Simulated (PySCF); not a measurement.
## Correlation energy of Be (beryllium, neutral)

[He] 2s1 2p1, high-spin 3P determinant (an excited configuration). Computed with PySCF 2.14 in x2c-TZVPPall, with the spin-free X2C one-electron Hamiltonian (Gaussian nucleus). Frozen: 1s2; 2 electrons correlated.

With two correlated electrons CCSD is exact within the correlated space (frozen core and kept virtual orbitals).

| level | correlation energy (mhartree) |
| --- | --- |
| CCSD | -4.18 |

Diagnostics: T1 = 0.0028, D1 = 0.0046, largest double amplitude 0.043.

Cost of the coupled-cluster step: of the order of 0.09 core-seconds, for 2 correlated electrons.

Iterations:

```
CC2 = 0
CCSD nocc = (np.int64(2), np.int64(0)), nmo = (18, 18)
frozen orbitals [[0], [0]]
max_cycle = 100
direct = 0
conv_tol = 1e-08
conv_tol_normt = 1e-06
diis_space = 8
diis_start_cycle = 0
Init t2, MP2 energy = -0.0022391153878148
Init E_corr(UCCSD) = -0.00223911538783565
cycle = 1  E_corr(UCCSD) = -0.00325141856610426  dE = -0.00101230318  norm(t1,t2) = 0.0200586
cycle = 2  E_corr(UCCSD) = -0.00373020215148691  dE = -0.000478783585  norm(t1,t2) = 0.00977253
cycle = 3  E_corr(UCCSD) = -0.00417914620779011  dE = -0.000448944056  norm(t1,t2) = 0.00481781
cycle = 4  E_corr(UCCSD) = -0.00417780708466856  dE = 1.33912312e-06  norm(t1,t2) = 0.00030865
cycle = 5  E_corr(UCCSD) = -0.00417894319242458  dE = -1.13610776e-06  norm(t1,t2) = 3.94254e-05
cycle = 6  E_corr(UCCSD) = -0.00417851324170195  dE = 4.29950723e-07  norm(t1,t2) = 6.05833e-06
cycle = 7  E_corr(UCCSD) = -0.00417867077470123  dE = -1.57532999e-07  norm(t1,t2) = 1.43708e-06
cycle = 8  E_corr(UCCSD) = -0.00417865224764458  dE = 1.85270566e-08  norm(t1,t2) = 3.18259e-07
cycle = 9  E_corr(UCCSD) = -0.0041786482043563  dE = 4.04328828e-09  norm(t1,t2) = 1.17577e-07
UCCSD converged
E(UCCSD) = -14.51907392820936  E_corr = -0.004178648204356303
```

The basis was made for the ground configuration and has no added diffuse functions, which can raise the energy of the promoted electron.
